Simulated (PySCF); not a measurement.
## How methods differ on the ionisation energy of S¹³⁺

S¹³⁺ [He] 2s1 (2S) → S¹⁴⁺ 1s2 (1S), as a difference of total energies. Computed with PySCF 2.14 in an even-tempered Gaussian basis (19 s from 1.8 bohr⁻², ratio 2.2; 9 p from 2.9 bohr⁻², ratio 2.4; 6 d from 8.8 bohr⁻², ratio 2.4; 5 f from 13 bohr⁻², ratio 2.4; 4 g from 20 bohr⁻², ratio 2.4), with scalar relativity by spin-free X2C-1e. Correlated levels: nothing frozen; virtual orbitals above 40 to 60 times the deepest correlated orbital energy dropped. The calculations carry no spin-orbit coupling.

```tsv
method	ionisation energy (eV)	difference from reference (eV)
UHF	706.99	0.00
LDA	705.82	-1.17
PBE	708.40	+1.41
PBE0	708.12	+1.13
r2SCAN	706.43	-0.56
BHandHLYP	708.44	+1.45
r2SCANh	706.53	-0.46
MP2 (all electrons)	707.14	+0.15
SCS-MP2 (all electrons)	707.13	+0.14
```

Reference: 706.99 eV (theoretical estimate listed by NIST; NIST Atomic Spectra Database, ionization energies).
